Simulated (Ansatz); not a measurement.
`B[SiH2]N[SiH2]F` + HCl → `B[SiH2]Cl` + `N[SiH2]F` at 298.15 K and 1 bar (ligand exchange at the Si–N bond).

Calculated with Ansatz (gas phase, PBE0-D4/def2-TZVP geometries, no zero-point term in ΔE). CCSD(T)/CBS is the MP2 limit (def2-TZVPP, def2-QZVPP) plus CCSD(T) − MP2 in def2-TZVPP, frozen cores. This one scheme is used for every species. One conformer a species, not always the lowest.

```json
{"species": "`B[SiH2]N[SiH2]F`", "CCSD(T)/CBS energy (Eh)": "-761.73684", "H − E (kJ/mol)": "220.0", "S (J/(mol·K))": "361.2"}
{"species": "HCl", "CCSD(T)/CBS energy (Eh)": "-460.38127", "H − E (kJ/mol)": "26.6", "S (J/(mol·K))": "186.8"}
{"species": "`B[SiH2]Cl`", "CCSD(T)/CBS energy (Eh)": "-776.05948", "H − E (kJ/mol)": "116.1", "S (J/(mol·K))": "304.2"}
{"species": "`N[SiH2]F`", "CCSD(T)/CBS energy (Eh)": "-446.07709", "H − E (kJ/mol)": "135.8", "S (J/(mol·K))": "281.7"}
```

H − E and S are ideal-gas, rigid-rotor, harmonic terms from PBE0-D4/def2-TZVP, for one conformer and one mirror image of each species. 1 Eh = 2625.50 kJ/mol, R = 8.31446 J/(mol·K).

**Question.** By hand: ΔE, ΔH, ΔS and ΔG.

**Answer.** ΔE = (-776.05948) + (-446.07709) − (-761.73684) − (-460.38127) = -0.01846 Eh = -48.5 kJ/mol. Δ(H − E) = 116.1 + 135.8 − 220.0 − 26.6 = 5.3, so ΔH = -43.2 kJ/mol. ΔS = 304.2 + 281.7 − 361.2 − 186.8 = 37.9 J/(mol·K). ΔG = -43.2 − 298.15 × (37.9)/1000 = -54.5 kJ/mol.

**Question.** By hand: the equilibrium constant, and the temperature at which ΔG would vanish if ΔH and ΔS stayed fixed.

**Answer.** log₁₀ K = −ΔG/(RT ln 10) = 9.5. ΔH and −TΔS have one sign here, so there is no such temperature.

ΔH outweighs TΔS. A doubt of 5 kJ/mol in ΔE shifts log₁₀ K by 0.9 here. Other conformers and mirror images would add mixing entropy, several J/(mol·K) or more a flexible species. Modes under 60 cm⁻¹, often nearly free rotors, make the harmonic entropy too high. These are equilibria of isolated gas molecules and say nothing of rates. Largest T1 diagnostic: 0.012 (customary marks: 0.02 for closed shells, 0.045 for open ones).
